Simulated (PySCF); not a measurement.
## How methods differ on the ionisation energy of La²⁺

La²⁺ [Xe] 5d1 (2D) → La³⁺ [Xe] (1S), as a difference of total energies. All numbers are calculated (PySCF 2.14, scalar relativity by spin-free X2C-1e, in x2c-TZVPPall (11s7p7d3f1g, 97 functions)). Correlated levels: valence: [Kr] 4d10 frozen. The calculations carry no spin-orbit coupling.

```
           method  ionisation energy (eV)  plus first-order spin-orbit estimate  error of that sum (eV)
              UHF                  18.162                                18.290                  -0.887
    MP2 (valence)                  18.626                                18.755                  -0.422
SCS-MP2 (valence)                  18.581                                18.710                  -0.467
   CCSD (valence)                  18.704                                18.833                  -0.344
CCSD(T) (valence)                  18.728                                18.857                  -0.320
```

Reference: 19.177 eV (measured; NIST Atomic Spectra Database, ionization energies).

A first-order spin-orbit estimate (lowest level to lowest level, LS coupling) adds 0.129 eV.

Errors of the correlated levels include the incompleteness of this basis and the frozen core.
